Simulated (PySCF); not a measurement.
**Pb⁸⁰⁺ (lead, charge +80): Hartree-Fock from Schrödinger to Dirac-Coulomb-Breit**

Occupied: 1s1/2. Hartree-Fock calculated with PySCF 2.14 in an uncontracted even-tempered set (15 s from 24 bohr⁻², ratio 2.7; 13 p from 29 bohr⁻², ratio 2.7), Gaussian nucleus throughout. NR is non-relativistic, sf-X2C the spin-free one-electron X2C Hamiltonian, X2C adds the bare one-electron spin-orbit term, X2C-SNSO screens it by Boettger's factors, DC is four-component Dirac-Coulomb, and the Gaunt and Breit terms are added at first order (total energies over the DC spinors, levels after relaxing the spinors in that mean field). QED terms are absent. Levels marked empty are virtual spinors of this ion.

| level (eV) | NR | sf-X2C | X2C | X2C-SNSO |
| --- | --- | --- | --- | --- |
| 1s1/2 | -90085.4 | -99769.8 | -99769.8 | -99769.8 |
| 2s1/2 (empty) | -21987.4 | -24975.0 | -24975.0 | -24975.0 |
| 2p1/2 (empty) | -21834.3 | -22975.4 | -24786.1 | -24758.6 |
| 2p3/2 (empty) | -21834.3 | -22975.4 | -22297.0 | -22304.7 |
| 3s1/2 (empty) | -9706.7 | -10754.0 | -10754.0 | -10754.0 |

Where do the four-component calculations put these levels?

1s1/2: DC -99885.7, DC+Gaunt -99663.5, DC+Breit -99663.5; 2s1/2 (empty): DC -24989.1, DC+Gaunt -24963.2, DC+Breit -24966.4; 2p1/2 (empty): DC -24754.1, DC+Gaunt -24700.2, DC+Breit -24707.4; 2p3/2 (empty): DC -22313.1, DC+Gaunt -22288.3, DC+Breit -22295.5; 3s1/2 (empty): DC -10758.0, DC+Gaunt -10750.7, DC+Breit -10751.7 (eV).

```json
{"Hamiltonian": "NR", "E (hartree)": "-6672.1765", "E − E(DC) (hartree)": "729.0167", "CPU seconds": "0.15"}
{"Hamiltonian": "sf-X2C", "E (hartree)": "-7396.9031", "E − E(DC) (hartree)": "4.2901", "CPU seconds": "0.08"}
{"Hamiltonian": "X2C", "E (hartree)": "-7396.9031", "E − E(DC) (hartree)": "4.2901", "CPU seconds": "0.08"}
{"Hamiltonian": "X2C-SNSO", "E (hartree)": "-7396.9031", "E − E(DC) (hartree)": "4.2901", "CPU seconds": "0.08"}
{"Hamiltonian": "DC", "E (hartree)": "-7401.1932", "E − E(DC) (hartree)": "0.0000", "CPU seconds": "1.5"}
{"Hamiltonian": "DC+Gaunt", "E (hartree)": "-7392.9717", "E − E(DC) (hartree)": "8.2215", "CPU seconds": "2.5"}
{"Hamiltonian": "DC+Breit", "E (hartree)": "-7392.9717", "E − E(DC) (hartree)": "8.2215", "CPU seconds": "24"}
```

Weight of the small component: 1s1/2 0.0984, 2s1/2 0.0245, 2p1/2 0.0244, 2p3/2 0.0220, 3s1/2 0.0107.

Koopmans' value for the highest occupied level at DC+Breit: 99663.5 eV, against an ionisation energy of 99491.8 ± 0.3 eV (theoretical estimate listed by NIST; NIST Atomic Spectra Database, ionization energies); the former lacks relaxation, correlation, QED and recoil.

The whole ladder took 29 s of wall time on 1 thread of Intel(R) Xeon(R) 6975P-C (shared host), launched as `OMP_NUM_THREADS=1 python relrun2.py TASK.json OUT` (a driver that calls PySCF for each Hamiltonian).
